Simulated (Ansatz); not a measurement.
Two isomers of C2H5BO: A = `BOC=C`, B = `CBC=O`.

Calculated with Ansatz (gas phase, PBE0-D4/def2-TZVP geometries, no zero-point term in ΔE). CCSD(T)/CBS is the MP2 limit (def2-TZVPP, def2-QZVPP) plus CCSD(T) − MP2 in def2-TZVPP, frozen cores. Functionals use def2-TZVPP. B3LYP here is the variant with VWN-RPA as its local correlation; programs differ in this. Each species was taken in one conformer, which may not be the lowest.

(1) Which is lower in electronic energy at CCSD(T)/CBS, and by how much? (Best estimate.)

(2) Give E(B) − E(A) in kcal/mol with PBE0-D4, MP2/def2-TZVPP, LDA (SPW92), B3LYP, PBE-D4, B2PLYP, HF/def2-TZVPP. (Estimate.)

(3) Does the order hold for the free energy at 298.15 K (harmonic terms from PBE0-D4)? (Best estimate.)

Largest T1 diagnostic: 0.016.

## Answers

(1) The calculation gave: A, by 21.2 kcal/mol.

(2) Ansatz gave: PBE0-D4 19.2, MP2/def2-TZVPP 20.9, LDA (SPW92) 22.8, B3LYP 20.5, PBE-D4 18.1, B2PLYP 20.6, HF/def2-TZVPP 21.1. None reverses the order clearly.

(3) The calculation gave: Yes: G(B) − G(A) = +18.4 kcal/mol, for one conformer each.

From BLYP to BHLYP (50 % exact exchange), in def2-TZVPP and without D4, E(B) − E(A) moves by +2.4 kcal/mol. Leaving LDA and LC-ωPBE aside and taking each functional with its dispersion term where it has one, the values, not all of them listed here, spread over 5.0 kcal/mol, from revPBE-D4 to BHLYP-D4. LDA lies +4.8 kcal/mol from PBE without D4.
